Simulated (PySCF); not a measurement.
**Removal energies of Sm⁵²⁺ from EOM-IP-GCCSD**

Reference: closed-shell Sm⁵²⁺, [Ne]; one electron is removed. Calculated with PySCF 2.14, two-component X2C-1e with screened spin-orbit coupling, an even-tempered Gaussian basis (17 s from 7.7 bohr⁻², ratio 2.6; 13 p from 10 bohr⁻², ratio 2.6; 6 d from 10 bohr⁻², ratio 2.8; 3 f from 230 bohr⁻², ratio 2.8); frozen 1s2; the 48 highest virtual spinors dropped; of the others 44 kept and the rest restored at second order. No Breit or QED terms. Binding energies in eV.

| level | Koopmans | second order | EOM-CCSD |
| --- | --- | --- | --- |
| 2s1/2 | 11502.6 | 11499.4 | 11499.4 |
| 2p1/2 | 11135.9 | 11133.4 | 11133.5 |
| 2p3/2 | 10505.9 | 10504.0 | 10504.1 |

For comparison, the ionisation energy of Sm⁵²⁺ is 10494 ± 4 eV (theoretical estimate listed by NIST; NIST Atomic Spectra Database, ionization energies).
